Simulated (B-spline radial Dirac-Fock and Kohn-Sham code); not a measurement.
## Auger decay of the L1 hole in Gd⁶⁺

System: the Gd⁶⁺ ion, [Kr] 4d10 4f6 5s2 5p4.

Level of theory: independent-particle rates on relativistic LDA orbitals of the hole state (multipoles up to L = 3, Coulomb Auger matrix elements, transition energies from Dirac-Fock); a radial atomic solver. Kinetic energies are configuration averages from the vacuum level; the two-hole energies are estimated from single-hole states.

```tsv
transition	kinetic energy (eV)	width (meV)	share (%)
L1-L2N2	6.04	164	4.0
L1-L2N3	–	198	4.9
L1-L2N4	169.2	59.3	1.5
L1-L2N5	174.7	89.1	2.2
L1-L2O1	299.5	44.6	1.1
L1-L2N6	327.1	70.9	1.7
L1-L2N7	327.9	93.8	2.3
L1-L3N1	616.0	261	6.4
L1-L3N2	692.9	114	2.8
L1-L3N3	–	190	4.6
L1-L3N4	856.3	300	7.3
L1-L3N5	862.9	380	9.3
L1-L3O1	987.3	50.5	1.2
L1-L3N6	1014.7	111	2.7
L1-L3N7	1015.6	141	3.5
L1-M1M1	4447.9	52.5	1.3
L1-M1M2	4651.8	107	2.6
L1-M1M3	4796.9	189	4.6
L1-M1M4	5118.3	154	3.8
L1-M1M5	5149.2	210	5.1
L1-M2M5	5340.1	62.5	1.5
L1-M4M5	5810.8	307	7.5
L1-M5M5	5842.8	84.6	2.1
L1-M1N3	–	41.8	1.0
```

A dash stands for an energy that rests on an unreliable hole state.

Coster-Kronig rates are the weakest part of this model and often come out 1.5 to 2.5 times too large. The listed channels hold 85 % of the non-radiative rate. Summed by principal shells, of 4.09 eV in all: LLN 53.1 %, LMM 30.4 %, LMN 10.3 %, LLO 4.2 %, LNN 0.9 %, LMO 0.9 %.

Values without a named source are computed, but for edge energies of neutral atoms, which are taken from tables.
